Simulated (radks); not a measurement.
Results of a calculation; reference values are marked as such.
Question: Species: the erbium ion Er24+. Configuration: [Kr] 4d8. Level of theory: scalar-relativistic Kohn-Sham, BLYP, spin-polarised, spherical densities, finite nucleus; open shells are filled with parallel spins first (spin-orbit coupling, left out, can overturn this in heavy ions); Fermi nuclear charge, rms radius 5.2516 fm (a radial shooting solver on a logarithmic mesh with Libxc functionals). Some entries of the table are withheld. Estimate them.

orbital  occ.  eigenvalue (Ry)  <r> (bohr)  <r^2> (bohr^2)
1s up       1        -4271.574     0.02037       0.0005680
1s down     1        -4271.572     0.02037       0.0005680
2s up       1        -763.8630     0.08649        0.008839
2s down     1        -763.7431     0.08648        0.008838
2p up       3        -682.0639     0.07674        0.007190
2p down     3        -681.9677     0.07673        0.007189
3s up       1        -214.0833      0.2247         0.05766
3s down     1        -214.0257      0.2246         0.05763
3p up       3        -189.1908      0.2236         0.05792
3p down     3        -189.1265      0.2236         0.05788
3d up       5        -158.1524         (1)         0.04817
3d down     5        -158.0539         (2)         0.04816
4s up       1        -82.18131      0.4797          0.2586
4s down     1        -81.88848      0.4799          0.2588
4p up       3        -73.40471      0.4981          0.2805
4p down     3        -73.11575      0.4984          0.2808
4d up       5        -61.81470      0.5101          0.2976
4d down     3        -61.52906      0.5105          0.2981

Answer: 
(1) 3d up <r> (bohr): 0.2028
(2) 3d down <r> (bohr): 0.2028
